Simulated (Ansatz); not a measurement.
C2H4FNSi (`N#C[SiH2]CF`), relaxed with RKS PBE0-D4/def2-TZVP in Ansatz 0.2.0 from a PBE-D4/def2-SVP geometry. The force threshold is 0.005 eV/Å; the program also tests the step.

Charge 0, multiplicity 1.

Start:

```xyz
9

N     0.604    2.177    1.985
C     0.434    1.574    0.992
Si    0.146    0.554   -0.542
C    -0.328   -1.205    0.029
F    -0.539   -1.990   -1.101
H    -0.962    1.185   -1.327
H     1.415    0.535   -1.336
H    -1.252   -1.181    0.650
H     0.482   -1.648    0.651
```

(1) By how much does the energy fall, and how many steps does the optimiser take? (Estimate.)

(2) Which bonds change most? (Best estimate.)

(3) Give the relaxed structure. (Estimate.)

Answers

(1) Computed: 0.06 eV, in 5 steps.

(2) Computed: N1–C2 from 1.174 to 1.152 Å; C4–H8 from 1.113 to 1.094 Å; C4–H9 from 1.113 to 1.094 Å; Si3–H6 from 1.498 to 1.479 Å.

(3) Computed: 
```xyz
9

N     0.590    2.138    1.958
C     0.426    1.549    0.981
Si    0.147    0.549   -0.551
C    -0.322   -1.185    0.036
F    -0.543   -1.990   -1.072
H    -0.949    1.187   -1.312
H     1.409    0.545   -1.322
H    -1.233   -1.165    0.643
H     0.476   -1.629    0.639
```
